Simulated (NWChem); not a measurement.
**Basis-set convergence for CH$_{5}$BO**

```xyz
8

B     -1.2694    -0.3131     0.0000
H     -1.9535    -1.3094     0.0000
H     -1.7392     0.8085     0.0000
O      0.0575    -0.4895     0.0000
C      0.9784     0.5725     0.0000
H      0.4708     1.5514     0.0000
H      1.6195     0.4976     0.8915
H      1.6195     0.4976    -0.8915
```
Charge 0, spin multiplicity 1.

Program: NWChem. Structure: optimised with PBE0/def2-SVP, a minimum by its harmonic frequencies. It is one conformer; others weren't searched.

Quantity: LUMO energy at the level PBE.

The Pople sets run with spherical d functions. The structure started from a generated list of species.

```json
[
 {"basis": "STO-3G", "functions": "20", "LUMO energy (eV)": "2.11"},
 {"basis": "3-21G", "functions": "37", "LUMO energy (eV)": "-0.84"},
 {"basis": "6-31G*", "functions": "52", "LUMO energy (eV)": "-0.83"},
 {"basis": "pcseg-1", "functions": "67", "LUMO energy (eV)": "-1.25"},
 {"basis": "6-311G**", "functions": "84", "LUMO energy (eV)": "-1.20"},
 {"basis": "6-311++G**", "functions": "101", "LUMO energy (eV)": "-1.44"},
 {"basis": "aug-pcseg-1", "functions": "114", "LUMO energy (eV)": "-1.43"},
 {"basis": "def2-TZVPD", "functions": "159", "LUMO energy (eV)": "-1.42"},
 {"basis": "pcseg-2", "functions": "160", "LUMO energy (eV)": "-1.41"},
 {"basis": "aug-cc-pVTZ", "functions": "253", "LUMO energy (eV)": "-1.45"}
]
```

Smallest basis within 0.1 eV of aug-cc-pVTZ, the largest set run: 6-311++G**, with 101 functions against 253 and about 3 % of the time (also within reach: aug-pcseg-1, def2-TZVPD, pcseg-2). aug-cc-pVTZ isn't the basis-set limit itself, and a small set can land close by cancellation.
